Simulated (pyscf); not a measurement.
# H₂N–Si(NH₂)(Cl)–Cl, singlet

Gas-phase minimum from PySCF at ωB97X-D3(BJ)/def2-SVP, one conformer. 

```
Si
N 1 1.7017
H 2 1.0137 1 120.60
H 2 1.0143 3 112.72 1 -152.14
N 1 1.7017 2 109.82 3 156.80
H 5 1.0137 1 120.60 2 156.81
H 5 1.0143 6 112.73 1 -152.16
Cl 1 2.0667 2 116.23 3 -84.46
Cl 1 2.0667 2 104.82 3 31.23
```
Charge 0, spin multiplicity 1.

Properties at ωB97X-D3(BJ)/def2-SVP:

```json
{
  "harmonic_wavenumbers_unscaled": "159, 186, 231, 257, 274, 289, 396, 398, 415, 505, 584, 823, 828, 896, 972, 1538, 1542, 3626, 3627, 3730, 3731 cm⁻¹",
  "zero_point_energy": "35.7 kcal/mol",
  "rotational_symmetry_number": "2",
  "Entropy of this conformer at 298 K and 1 atm, rigid rotor and harmonic oscillator, modes under 100 cm⁻¹ raised to 100": "348.3 J/(mol K)",
  "dipole_moment": "2.62 D"
}
```

Single-point totals, which compare only within one level:

| level | total energy (hartree) |
|---|---|
| ωB97X-D3(BJ)/def2-TZVP | -1322.15606 |
| PBE/def2-TZVP | -1321.41717 |
| r²SCAN/def2-TZVP | -1321.93492 |
| B3LYP-D3(BJ)/def2-TZVP | -1322.14382 |
| PBE0-D3(BJ)/def2-TZVP | -1321.53676 |
| M06-2X/def2-TZVP | -1321.98727 |
| ωB97M-D3(BJ)/def2-TZVP | -1322.25653 |

Soft torsions are taken as harmonic, which can shift the entropy by several J/(mol K).
